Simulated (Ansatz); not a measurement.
Ansatz (an electronic-structure program) input (B3LYP-D3(BJ)/def2-TZVP):

Ansatz 0.2 input:
```yaml
crystal:
  periodic: [false, false, false]
  atoms:
    - {symbol: Ga, position_ang: [1.01055152, -0.18619851, -0.31471844]}
    - {symbol: Br, position_ang: [-0.61595709, 1.65955342, -1.11012793]}
    - {symbol: Br, position_ang: [-0.31706606, -1.49944071, 1.47354952]}
basis:
  gaussian:
    orbitals: def2-TZVP
hamiltonian:
  xc: b3lyp
  dispersion: d3bj
total_charge: -1
relax: {f_tol: 0.002, max_steps: 150}
```

Output:

```
Functional definition: B3LYP
integrals: 0.11 GiB planned
1019 factors; integrals over basis functions are off by at most 3.0e-4 eV
mean field: 0.88 GiB planned
mean field evaluation 1: about -192478.4010 eV, gradient 2.7e1 eV
mean field evaluation 2: about -192478.0629 eV, gradient 3.3e1 eV
mean field evaluation 4: about -192479.0434 eV, gradient 4.6e-1 eV
mean field evaluation 8: about -192479.0577 eV, gradient 3.9e-2 eV
mean field evaluation 16: about -192479.0577 eV, gradient 1.7e-5 eV
mean field -192479.05767639 eV, -7073.4749026161 hartree, gradient 1.7e-5 eV, S^2 0.000000; 0 other end points of the search recorded, 0 dependent functions left out
the calculation of the forces begins
reference -192479.05787286 eV, -7073.4749098365 hartree; 51, 51 occupied and 93, 93 virtual orbitals, 1019 factors
relax step   1: F+E_penalty+E_count = -192479.23260039 eV  Δ(F+E_penalty+E_count) = +0.000e0 eV  max|allowed force component| = 1.839e-1 eV/Å  Δτ_max = 0.0000 Å  (28 SCF iters, accepted)
these checks for a lower state are left out or cut short: starts, cluster_reference, orbital_swaps, neighbouring_geometries, increment
integrals: 0.11 GiB planned
1019 factors; integrals over basis functions are off by at most 3.0e-4 eV
mean field: 0.88 GiB planned
mean field -192479.06000482 eV, -7073.4749881843 hartree, gradient 1.9e-5 eV, S^2 0.000000; 0 other end points of the search recorded, 0 dependent functions left out
the calculation of the forces begins
reference -192479.06020192 eV, -7073.4749954276 hartree; 51, 51 occupied and 93, 93 virtual orbitals, 1019 factors
relax step   2: F+E_penalty+E_count = -192479.23736269 eV  Δ(F+E_penalty+E_count) = -4.762e-3 eV  max|allowed force component| = 1.120e-2 eV/Å  Δτ_max = 0.0452 Å  (32 SCF iters, accepted)
these checks for a lower state are left out or cut short: starts, cluster_reference, orbital_swaps, neighbouring_geometries, increment
integrals: 0.11 GiB planned
1019 factors; integrals over basis functions are off by at most 3.0e-4 eV
mean field: 0.88 GiB planned
mean field evaluation 32: about -192479.0605 eV, gradient 1.0e-5 eV
mean field -192479.06049577 eV, -7073.4750062265 hartree, gradient 1.0e-5 eV, S^2 0.000000; 0 other end points of the search recorded, 0 dependent functions left out
the calculation of the forces begins
reference -192479.06069282 eV, -7073.4750134679 hartree; 51, 51 occupied and 93, 93 virtual orbitals, 1019 factors
relax step   3: F+E_penalty+E_count = -192479.23743504 eV  Δ(F+E_penalty+E_count) = -7.235e-5 eV  max|allowed force component| = 2.791e-3 eV/Å  Δτ_max = 0.0064 Å  (25 SCF iters, accepted)
these checks for a lower state are left out or cut short: starts, cluster_reference, orbital_swaps, neighbouring_geometries, increment
integrals: 0.11 GiB planned
1019 factors; integrals over basis functions are off by at most 3.0e-4 eV
mean field: 0.88 GiB planned
mean field -192479.06053326 eV, -7073.4750076040 hartree, gradient 2.0e-5 eV, S^2 0.000000; 0 other end points of the search recorded, 0 dependent functions left out
the calculation of the forces begins
reference -192479.06073031 eV, -7073.4750148455 hartree; 51, 51 occupied and 93, 93 virtual orbitals, 1019 factors
relax step   4: F+E_penalty+E_count = -192479.23743645 eV  Δ(F+E_penalty+E_count) = -1.409e-6 eV  max|allowed force component| = 9.490e-4 eV/Å  Δτ_max = 0.0005 Å  (21 SCF iters, accepted)
integrals: 0.11 GiB planned
1019 factors; integrals over basis functions are off by at most 3.0e-4 eV
mean field: 0.88 GiB planned
mean field -192479.06053326 eV, -7073.4750076040 hartree, gradient 2.0e-5 eV, S^2 0.000000; 1 other end points of the search recorded, 0 dependent functions left out
the calculation of the forces begins
reference -192479.06073031 eV, -7073.4750148455 hartree; 51, 51 occupied and 93, 93 virtual orbitals, 1019 factors
Total energy: -192479.23763350 eV, -7073.4815159179 hartree
Atom 0 at     1.048195    -0.192987    -0.327367 Å, force     0.000949    -0.000174    -0.000316 eV/Å
Atom 1 at    -0.632714     1.641103    -1.085936 Å, force    -0.000523     0.000587    -0.000250 eV/Å
Atom 2 at    -0.337953    -1.474201     1.462007 Å, force    -0.000426    -0.000412     0.000566 eV/Å
Dipole moment:     0.347132    -0.062574    -0.116668 e Å
```
